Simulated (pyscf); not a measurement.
**H₂N–SiH(F)–F, singlet**

Gas-phase minimum from PySCF at ωB97X-D3(BJ)/def2-SVP, one conformer. 

```
Si
F 1 1.6167
F 1 1.6204 2 103.60
N 1 1.6957 2 109.38 3 -121.77
H 4 1.0131 1 121.66 2 -147.93
H 4 1.0138 5 112.71 1 164.08
H 1 1.4735 2 111.27 3 115.99
```

Properties at ωB97X-D3(BJ)/def2-SVP:

* **Harmonic wavenumbers, unscaled**: 98, 265, 321, 354, 365, 728, 832, 846, 901, 968, 998, 1542, 2357, 3637, 3737 cm⁻¹
* **Zero-point energy**: 25.7 kcal/mol
* **Rotational symmetry number**: 1
* **Entropy of this conformer at 298 K and 1 atm, rigid rotor and harmonic oscillator, modes under 100 cm⁻¹ raised to 100**: 309.0 J/(mol K)
* **Dipole moment**: 2.82 D

Single-point totals, which compare only within one level (frozen core for MP2 and CC):

```tsv
level	total energy (hartree)
ωB97X-D3(BJ)/def2-TZVP	-546.08530
PBE/def2-TZVP	-545.62303
r²SCAN/def2-TZVP	-545.89712
B3LYP-D3(BJ)/def2-TZVP	-546.06514
PBE0-D3(BJ)/def2-TZVP	-545.65846
M06-2X/def2-TZVP	-545.92674
ωB97M-D3(BJ)/def2-TZVP	-546.12507
HF/def2-TZVPP	-544.31649
MP2/def2-TZVPP	-545.15018
CCSD/def2-TZVPP	-545.16592
CCSD(T)/def2-TZVPP	-545.19184
```

Soft torsions are taken as harmonic, which can shift the entropy by several J/(mol K). The CCSD(T) − MP2 part came from Ansatz, without density fitting, on the same reference.
